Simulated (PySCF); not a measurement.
Working out the ionisation energy of Pd²⁺

Pd²⁺ [Kr] 4d8 (3F) → Pd³⁺ [Kr] 4d7 (4F). Computed with PySCF 2.14 in def2-QZVPPD with the def2 core potential (28 electrons), with scalar relativity through the core potential. Frozen: 4s2 4p6. Energies in hartree (1 hartree = 27.21139 eV):

| part | Pd²⁺ (lower) | Pd³⁺ (upper) |
| --- | --- | --- |
| UHF | -126.162579 | -125.017239 |
| CCSD correlation | -0.223957 | -0.168867 |
| (T) | -0.006154 | -0.003347 |

Problem. What does Hartree-Fock give?

Solution. (-125.017239) − (-126.162579) = 1.145340 hartree = 31.166 eV.

Problem. What do CCSD and CCSD(T) give?

Solution. The CCSD correlation energies differ by 0.055090 hartree = 1.499 eV and the triples by 0.002807 hartree = 0.076 eV, so CCSD gives 32.665 eV and CCSD(T) 32.741 eV.

Reference: 32.93 eV (semi-empirical (NIST evaluation); NIST Atomic Spectra Database, ionization energies), between the lowest levels; spin-orbit coupling is absent from the calculation.

What remains against the reference includes basis incompleteness, the frozen core and higher excitations.
